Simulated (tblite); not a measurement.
C4H7ClNO (doublet state).
Atom-mapped SMILES: `[NH2:1][C:2](=[O:3])[CH2:4][CH:5][CH2:6][Cl:7]` (hydrogens: H8, H9 on N1; H10, H11 on C4; H12 on C5; H13, H14 on C6)

Structure used (GFN2-xTB), in Å, numbered top down from 1:
```
atom  x, y, z in Å
N1    -1.5941    0.8867    0.1733
C2    -1.5873   -0.3142    0.7602
O3    -2.5754   -0.9219    1.0917
C4    -0.1592   -0.8726    1.0338
C5     0.7736   -0.7040   -0.0866
C6     1.8349    0.2395   -0.0835
Cl7    1.2576    1.9783   -0.8042
H8    -2.4816    1.3198   -0.0242
H9    -0.7431    1.3516   -0.1187
H10   -0.3119   -1.9313    1.2570
H11    0.2035   -0.3666    1.9311
H12    0.5566   -1.2378   -0.9987
H13    2.6454    0.0254   -0.7711
H14    2.1804    0.5468    0.8978
```

Method: GFN2-xTB as coded in tblite; computed harmonic values from a numerical Hessian at the method's own geometry, unscaled. The method is semi-empirical: single wavenumbers can be off by several per cent or more. One conformer, not necessarily the lowest. Open shells enter through the occupations alone, without spin polarisation, and single modes of such species can be off by tens of per cent.

Harmonic wavenumbers (cm⁻¹): 31.4, 68.5, 133.6, 195.3, 297.4, 363.4, 366.1, 420.2, 480.6, 521.0, 554.9, 636.6, 671.7, 827.3, 864.0, 924.5, 1036.3, 1046.1, 1088.7, 1119.3, 1189.3, 1219.2, 1223.0, 1296.6, 1357.0, 1432.5, 1442.5, 1443.5, 1785.9, 2967.3, 2978.0, 3020.6, 3041.1, 3098.0, 3335.8, 3497.2.

A = 4216, B = 1198, C = 968.8 MHz; mass 120.022 u (most abundant isotopes); point group C1, symmetry number 1; spin multiplicity 2.

Task: Zero-point energy?

Result: Half the sum of the wavenumbers: 22987 cm⁻¹ = 274.99 kJ/mol.

Task: Give the ideal-gas entropy at 298.15 K and 1 bar in the rigid-rotor, harmonic-oscillator model (classical rotation).

Result: Translation 168.57, rotation 119.56, vibration 96.60, spin (R ln 2) 5.76: S = 390.5 J/(mol K).

Task: And Cp and H(298.15 K) − H(0)?

Result: Cp = 131.16 J/(mol K), of which vibrations give 97.90 (their classical limit is 36 R = 299.3); H(298.15 K) − H(0) = 24.61 kJ/mol without the zero-point energy, 14.70 from vibrations.

Task: Blend soft modes into free rotors: weight 1/[1 + (100 cm⁻¹/ν̃)⁴] for the oscillator and the rest for a rotor with moment μB/(μ + B), μ = h/(8π²ν), B = 10⁻⁴⁴ kg m². What vibrational entropy results?

Result: 85.84 J/(mol K) in place of 96.60, which changes −T·S at 298.15 K by +3.21 kJ/mol.

Task: How do the functions run with temperature in this model?

Result: 
| T (K) | S (J/(mol K)) | Cp (J/(mol K)) | H − H(0) (kJ/mol) | G − H(0) (kJ/mol) | ln q(vib) |
| --- | --- | --- | --- | --- | --- |
| 100 | 288.8 | 66.0 | 5.02 | -23.87 | 1.73 |
| 200 | 344.8 | 99.4 | 13.29 | -55.68 | 3.73 |
| 300 | 391.3 | 131.7 | 24.86 | -92.53 | 5.73 |
| 500 | 471.9 | 185.2 | 56.88 | -179.08 | 9.66 |
| 800 | 570.7 | 234.3 | 120.52 | -336.06 | 15.23 |
| 1000 | 625.4 | 255.4 | 169.60 | -455.79 | 18.63 |

q(vib) and H(0) count from the zero-point level.

Task: What must be added to the electronic energy to get the Gibbs energy at 298.15 K and 1 bar?

Result: ZPE + [H(298.15 K) − H(0)] − T·S = 274.99 + 24.61 − 116.42 = 183.18 kJ/mol.

Task: Which modes carry the vibrational entropy at 298.15 K?

Result: 31.4 cm⁻¹: 24.01; 68.5 cm⁻¹: 17.56; 133.6 cm⁻¹: 12.11; 195.3 cm⁻¹: 9.11; 297.4 cm⁻¹: 5.99; 363.4 cm⁻¹: 4.63 J/(mol K); the other 30 give 23.19 together.

Hindered rotation and anharmonicity are outside this model. Other conformers, if any are populated, would add a mixing term that is left out. The structure is chiral; the term R ln 2 for an equal mix with its mirror image is left out.

Hardware: one thread, Intel Xeon Platinum 8259CL at 2.50 GHz (x86_64), no GPU (shared host). Cost: 0.69 s. This covers the Hessian and the dipole derivatives.
